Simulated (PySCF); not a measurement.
Method: ωB97X-D3(BJ)/def2-TZVP // B3LYP-D3(BJ)/def2-TZVP in PySCF. Gas-phase values, no solvent. Excitations are Tamm–Dancoff values on a coarser integration grid. The basis has no diffuse functions, so Rydberg states are missing or too high.

Reference species (SMILES): `[NH2][Al]([NH2])[NH2]` (neutral, multiplicity 1).

```yaml
S1–T1 gap (TDA): 0.36 eV
T1 excitation (TDA): 5.75 eV
```

Changed species: `[I][Al]([I])[I]` (3 of 3 NH2 replaced by I; the reference has 0 of 3 NH2 replaced by I).

Question: Give the shifts of the S1–T1 gap (TDA) and T1 excitation (TDA).

Answer: the S1–T1 gap (TDA) decreases by 0.04 eV, to 0.32 eV; the T1 excitation (TDA) decreases by 0.84 eV, to 4.91 eV.
